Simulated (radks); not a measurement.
Valence configurations of Ca+ (all share [Ar]). Method: scalar-relativistic Kohn-Sham, r2SCAN, spin-polarised, spherical densities, finite nucleus; open shells are filled with parallel spins first; meta-GGA in the generalised Kohn-Sham scheme; Fermi nuclear charge, rms radius 3.4776 fm; computed with a radial shooting solver on a logarithmic mesh with Libxc functionals. Energies are relative to 4s1; eigenvalues in eV for spin up.

[
 {"valence": "4s1", "E (eV)": "0.000", "moment (Bohr magnetons)": "1", "e(3d)": "-", "e(4p)": "-", "e(4s)": "-9.435"},
 {"valence": "3d0.5 4s0.5", "E (eV)": "0.790", "moment (Bohr magnetons)": "1", "e(3d)": "-6.750", "e(4p)": "-", "e(4s)": "-8.509"},
 {"valence": "4s0.5 4p0.5", "E (eV)": "1.606", "moment (Bohr magnetons)": "1", "e(3d)": "-", "e(4p)": "-6.491", "e(4s)": "-9.635"},
 {"valence": "3d1", "E (eV)": "1.674", "moment (Bohr magnetons)": "1", "e(3d)": "-5.618", "e(4p)": "-", "e(4s)": "-"},
 {"valence": "3d0.5 4p0.5", "E (eV)": "2.225", "moment (Bohr magnetons)": "1", "e(3d)": "-7.205", "e(4p)": "-5.764", "e(4s)": "-"},
 {"valence": "4p1", "E (eV)": "3.141", "moment (Bohr magnetons)": "1", "e(3d)": "-", "e(4p)": "-6.721", "e(4s)": "-"}
]

NIST lists [Ar] 4s1 as the ground configuration; this level of theory agrees among the configurations tried. The energies are those of spherical high-spin densities, not of single terms.
